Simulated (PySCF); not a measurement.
SMILES C[SiH2]/C=C/[SiH2]N (C3H11NSi2) at its GFN2-xTB optimised geometry (Å):

```
17

Si    -2.3902     0.2884     0.0000
C     -3.0055    -0.5875    -1.5710
C     -0.5069     0.2884     0.0000
C      0.2752    -0.3062     0.9004
Si     2.1662    -0.3085     0.8728
N      2.8897     0.6224    -0.3872
H     -2.8765     1.6774     0.0000
H     -2.8897    -0.4104     1.1905
H     -2.6648    -1.6187    -1.6094
H     -2.6475    -0.0900    -2.4682
H     -4.0907    -0.5973    -1.6128
H     -0.0203     0.8188    -0.8145
H     -0.2095    -0.8332     1.7152
H      2.6623     0.2822     2.1182
H      2.6419    -1.6774     0.6546
H      2.7955     0.3051    -1.3385
H      2.8020     1.6254    -0.3567
```

Calculation: PBE0/def2-SVP (PySCF). Cells within 0.4 Å of a nucleus heavier than hydrogen are left out (blank, or x).

Map of the log10 of the electron density (e/bohr³), floored at −4 on the plane z = 0.0 Å:

```
|00000000000000000000000000000|
|00000000000000000000000000000|
|00000000000000000000000000000|
|00000000000000000000000000000|
|00000000000000000000000000000|
|00001222110000000000000000000|
|00123343321000000000122210000|
|00234555432211110002344431000|
|01245676543333222123456543100|
|01346898654444443234677754210|
|02356888765566654345688765320|
|02346788777777765456789876431|
|0234678997788887655689x986531|
|0234669xx888xx876567899986531|
|1234668xx788xx887667788875431|
|12345677777788877666777665320|
|12345666666677776666666554210|
|01234555554556665556666543200|
|01223444433444554455676543100|
|00122333322233333345666543100|
|00001222211112222234555532100|
|00000011000000011123444331000|
|00000000000000000012233210000|
|00000000000000000001111100000|
|00000000000000000000000000000|
|00000000000000000000000000000|
|00000000000000000000000000000|
|00000000000000000000000000000|
|00000000000000000000000000000|
```
Scale: ten equal steps from -4.00 (start of '0') to -0.246 (end of '9'), in the order '0123456789'; x runs from -5.00 to 5.00, y from -5.00 (bottom) to 5.00 (top).
